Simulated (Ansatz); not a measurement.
**GaO: shapes and states compared**

Computed with Ansatz's Gaussian-basis code (development build). Basis cc-pwCVTZ-PP on Ga, cc-pVTZ on O, scalar-relativistic core potentials (10 electrons on Ga), no spin–orbit coupling, 5 orbitals frozen in the corrections; active space CAS(5,6), shells under the valence barred from it. Restricted Hartree–Fock, then the lowest state-specific CASSCF solution met for each case. Coupled cluster stands on the determinant that it favours, not always the lowest RHF. Single-reference values can break down or jump between states where bonds are stretched. Solutions in different active orbitals can move differences by tenths of an eV and at times more than 1 eV.

Case A, quartet: bond length 1.7440 Å.

Case B, doublet: the shape of A.

Energy less that of case A, in eV:

```tsv
case	RHF/ROHF	CASSCF	CCSD(T)
B	-2.591	-2.975	-3.778
```

(1) What does SC-NEVPT2 give for these differences?

(2) Which case is lowest, and do the methods agree?

## Answers

(1) B: -3.530 eV (-81.4 kcal/mol).

(2) B is lowest in SC-NEVPT2. Of the methods shown, RHF/ROHF, CASSCF, CCSD(T) agree.
